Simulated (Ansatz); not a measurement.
Species: CH11N3Si2, net charge 0, singlet state. SMILES: C[SiH2][Si](N)(N)N
Coordinates optimised at B3LYP-D3(BJ)/def2-TZVP (Ansatz, a program for electronic structure):
```
Si
N 1 1.7228
H 2 1.0072 1 121.05
H 2 1.0093 3 111.50 1 152.51
N 1 1.7240 2 103.62 3 -157.54
H 5 1.0072 1 119.75 2 42.45
H 5 1.0073 6 111.85 1 -148.57
N 1 1.7273 2 122.06 3 87.74
H 8 1.0079 1 120.34 2 -77.81
H 8 1.0098 9 111.17 1 -148.89
Si 1 2.3507 2 107.27 3 -32.15
H 11 1.4887 1 111.38 2 -38.22
H 11 1.4924 12 106.35 1 -120.82
C 11 1.8864 12 109.48 13 -117.49
H 14 1.0911 11 111.67 12 58.04
H 14 1.0915 15 108.36 11 -121.67
H 14 1.0917 15 108.17 16 -116.65
```
Charge 0, spin multiplicity 1.

Quantity: atomisation energy (electronic, to ground-state atoms), in kJ/mol. Cores are frozen in the correlated levels unless marked. UHF or UKS for open shells. No spin-orbit coupling. No relativistic terms. The coupled-cluster limit lacks core correlation, which all-electron functionals hold. CBS marks a two-point X^-3 extrapolation of the correlation energy; Hartree-Fock from the larger set.

```
level                                        program  atomisation energy (kJ/mol)
------------------------------------  --------------  ---------------------------
r2SCAN-D4/def2-TZVPD                  Ansatz + dftd4                          ___
B3LYP-D4/def2-TZVPD                   Ansatz + dftd4                       5994.1
SCS-MP2/cc-pV(D+d)Z                           Ansatz                       5416.0
SCS-MP2/cc-pV(T+d)Z                           Ansatz                       5862.7
CCSD(T)/CBS(cc-pV(T+d)Z,cc-pV(Q+d)Z)          Ansatz                       5984.3
```

Q: Fill in the missing entries.

A: 
- r2SCAN-D4/def2-TZVPD, atomisation energy (kJ/mol): 5942.0
